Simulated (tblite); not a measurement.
C17H12S (bowl and non-alternant core), SMILES CSc1ccc2c(c1)C1=Cc3ccccc3C1=C2 at step 0 of a GFN2-xTB optimisation (tblite, gas phase), coordinates in Å:

```
  1 C     4.960    1.769   -0.507
  2 S     4.928    0.636    0.898
  3 C     3.361   -0.169    0.631
  4 C     3.325   -1.572    0.527
  5 C     2.124   -2.270    0.330
  6 C     0.957   -1.533    0.226
  7 C     0.996   -0.120    0.337
  8 C     2.175    0.576    0.546
  9 C    -0.379    0.280    0.199
 10 C    -1.154    1.377    0.191
 11 C    -2.537    0.905   -0.023
 12 C    -3.703    1.643   -0.108
 13 C    -4.905    0.956   -0.308
 14 C    -4.922   -0.450   -0.429
 15 C    -3.748   -1.191   -0.337
 16 C    -2.572   -0.504   -0.130
 17 C    -1.191   -0.906    0.006
 18 C    -0.423   -2.007    0.016
 19 H     5.929    2.268   -0.544
 20 H     4.807    1.227   -1.439
 21 H     4.182    2.543   -0.400
 22 H     4.249   -2.143    0.617
 23 H     2.120   -3.346    0.257
 24 H     2.157    1.648    0.644
 25 H    -0.855    2.408    0.309
 26 H    -3.697    2.725   -0.019
 27 H    -5.834    1.513   -0.386
 28 H    -5.873   -0.957   -0.583
 29 H    -3.759   -2.276   -0.425
 30 H    -0.718   -3.030   -0.095
```

(1) What are the forces on the atoms (eV/Å)?

Results:

(1) 
```
  1 C    -0.35    0.69   -0.37
  2 S     0.04   -0.23    0.12
  3 C    -0.42   -0.66   -0.17
  4 C    -0.03    0.18    0.10
  5 C     0.35    0.66    0.09
  6 C     0.31   -0.82   -0.02
  7 C     0.21   -0.22    0.03
  8 C    -0.11   -0.62   -0.10
  9 C     0.14    0.66    0.07
 10 C    -0.67    0.05   -0.12
 11 C    -0.16    0.78    0.11
 12 C    -0.32   -0.17   -0.03
 13 C     0.17   -0.77   -0.11
 14 C    -0.27    0.89    0.10
 15 C    -0.05   -0.03    0.00
 16 C     0.27    0.23   -0.03
 17 C    -0.39   -0.56   -0.07
 18 C     0.82    0.26    0.13
 19 H    -0.06   -0.19    0.18
 20 H    -0.01   -0.06    0.11
 21 H     0.26   -0.34   -0.01
 22 H    -0.23    0.32   -0.04
 23 H     0.04    0.01    0.00
 24 H     0.12    0.07    0.02
 25 H    -0.16   -0.15   -0.03
 26 H     0.00   -0.19   -0.03
 27 H     0.16   -0.16    0.03
 28 H     0.27    0.16    0.03
 29 H    -0.01    0.30    0.03
 30 H     0.07   -0.11    0.00
```
